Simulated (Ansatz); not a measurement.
BGaH₆N₂S, SMILES `[NH2][GaH][B](N)S`. Total charge 0; spin multiplicity 1. The structure was optimised at the PBE0-D4/def2-TZVP level. It is one conformer, not always the lowest.

```xyz
11

N     0.547   -2.267   -0.205
Ga   -0.616   -0.875   -0.376
B    -0.026    1.053    0.177
N    -0.917    2.121    0.055
S     1.633    1.431    0.828
H     1.488   -2.202    0.146
H     0.318   -3.214   -0.455
H    -2.013   -1.318   -0.956
H    -0.698    3.074    0.302
H    -1.852    2.006   -0.295
H     2.136    0.191    0.780
```

(1) What is the dipole moment at r2SCAN/def2-TZVPP? (An estimate is asked.)

(2) And with PBE, B3LYP, ωB97M-V? (Best estimate.)

(3) Give the Mulliken charges with r2SCAN, B3LYP, ωB97M-V in def2-TZVPP. (Estimate.)

Answers

(1) The calculation gave: 0.73 D, with components (-0.57, 0.44, -0.11) D in this frame, pointing from negative to positive charge.

(2) The calculation gave: PBE 0.70 D, B3LYP 0.80 D, ωB97M-V 0.88 D.

(3) Ansatz gave: 
| atom | r2SCAN | B3LYP | ωB97M-V |
| --- | --- | --- | --- |
| N1 | -0.44 | -0.40 | -0.38 |
| Ga2 | 0.09 | 0.04 | 0.07 |
| B3 | 0.19 | 0.21 | 0.14 |
| N4 | -0.29 | -0.23 | -0.19 |
| S5 | -0.20 | -0.22 | -0.19 |
| H6 | 0.15 | 0.12 | 0.11 |
| H7 | 0.16 | 0.14 | 0.12 |
| H8 | -0.09 | -0.08 | -0.05 |
| H9 | 0.16 | 0.15 | 0.12 |
| H10 | 0.18 | 0.17 | 0.14 |
| H11 | 0.10 | 0.10 | 0.10 |

B3LYP here is the variant with VWN-RPA as its local correlation; programs differ in this.
